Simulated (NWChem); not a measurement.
How basis sets differ on SiHBr (SMILES [SiH]Br)

SiHBr has 3 atoms, charge 0, and is taken as a singlet. SMILES: `[SiH]Br`. Geometry: relaxed at PBE0-D4/def2-TZVP.

```xyz
3

Si   -0.6247    0.5219   -0.2961
Br    1.3409    0.4015    0.7814
H    -0.7271   -0.9883   -0.4986
```

Each level gives the dipole moment (D). The values are calculated.

| level | kind | program | value (D) |
| --- | --- | --- | --- |
| SVWN5/cc-pVDZ | LDA | NWChem | 0.82 |
| SVWN5/aug-cc-pVDZ | LDA | NWChem | 0.90 |
| SVWN5/cc-pVTZ | LDA | NWChem | 0.90 |
| SVWN5/aug-cc-pVTZ | LDA | NWChem | 0.89 |

All-electron rows without a relativistic Hamiltonian named are non-relativistic. The values span 0.82 to 0.90 D. Magnitudes only.
